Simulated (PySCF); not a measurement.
The scaffold SiH2Cl-X carries different groups X. Gas-phase values, no solvent. One relaxed conformer stands for each flexible species; it need not be the lowest. Strings in code marks are SMILES.

The numbers are results of PBE0-D4/def2-TZVP in PySCF, not measurements. Delta-SCF ions had no search for a lower state. Excitations are Tamm–Dancoff values on a coarser integration grid. The basis has no diffuse functions, so Rydberg states are missing or too high.

```json
[
 {"species": "X = formyl (`O=C[SiH2]Cl` (O–C–Si–Cl torsion 180°))", "HOMO–LUMO gap (eV)": "5.40", "T1 excitation (TDA) (eV)": "2.46", "S1 oscillator strength": "0.001", "vertical ionisation energy (Delta-SCF) (eV)": "9.71"},
 {"species": "X = methylamino", "HOMO–LUMO gap (eV)": "7.89", "T1 excitation (TDA) (eV)": "6.06", "S1 oscillator strength": "(withheld)", "vertical ionisation energy (Delta-SCF) (eV)": "(withheld)"},
 {"species": "X = thioformyl (`C(=S)[SiH2]Cl` (S–C–Si–Cl torsion 180°))", "HOMO–LUMO gap (eV)": "3.71", "T1 excitation (TDA) (eV)": "(withheld)", "S1 oscillator strength": "0.000", "vertical ionisation energy (Delta-SCF) (eV)": "9.01"},
 {"species": "X = AlH2 (`[AlH2][SiH2]Cl`)", "HOMO–LUMO gap (eV)": "(withheld)", "T1 excitation (TDA) (eV)": "3.27", "S1 oscillator strength": "0.015", "vertical ionisation energy (Delta-SCF) (eV)": "9.56"}
]
```

**Question.** Fill in the missing entries.

**Answer.** 
- X = methylamino, S1 oscillator strength: 0.008
- X = methylamino, vertical ionisation energy (Delta-SCF) (eV): 9.44
- X = thioformyl (`C(=S)[SiH2]Cl` (S–C–Si–Cl torsion 180°)), T1 excitation (TDA) (eV): 1.29
- X = AlH2 (`[AlH2][SiH2]Cl`), HOMO–LUMO gap (eV): 5.24
